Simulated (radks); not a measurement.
The tellurium anion Te2-, [Xe], held by a Watson sphere: a shell of charge +2 at radius R that stands for the Madelung well of a crystal (potential energy -2/R inside, -2/r outside, in hartree with lengths in bohr). Method: scalar-relativistic Kohn-Sham, LDA (Slater exchange, Perdew-Wang correlation), spin-unpolarised, spherical densities, finite nucleus; Fermi nuclear charge, rms radius of each element as measured or else 0.836 A^(1/3) + 0.57 fm; computed with a radial shooting solver on a logarithmic mesh with Libxc functionals. Response by self-consistent Sternheimer equations with the Hartree and adiabatic LDA kernel, the relativistic mass of each level held fixed and spin-orbit coupling left out. The sphere does not respond.

| R (bohr) | e(4d) (eV) | e(5s) (eV) | e(5p) (eV) | <r> 5p (bohr) | sum of <r^2> (bohr^2) | X-ray form factor at sin(theta)/lambda = 0.2 1/angstrom | alpha (bohr^3) |
|---|---|---|---|---|---|---|---|
| 2.84 | -40.338 | -15.619 | -6.937 | 2.714 | 80.56 | 41.599 | 50.08 |
| 3.07 | -40.019 | -15.144 | -6.600 | 2.772 | 83.03 | 41.561 | 55.77 |
| 3.42 | -39.610 | -14.491 | -6.084 | 2.855 | 86.71 | 41.527 | 65.78 |
| 3.62 | -39.398 | -14.154 | -5.795 | 2.899 | 88.76 | 41.518 | 72.26 |
| 4.89 | -38.224 | -12.487 | -4.181 | 3.134 | 100.7 | 41.533 | 127.8 |
| 5.47 | -37.768 | -11.926 | -3.590 | 3.219 | 105.6 | 41.548 | 163.3 |
| 5.51 | -37.739 | -11.890 | -3.552 | 3.224 | 106.0 | 41.549 | 166.0 |
| 5.7 | -37.602 | -11.729 | -3.379 | 3.250 | 107.6 | 41.553 | 179.7 |
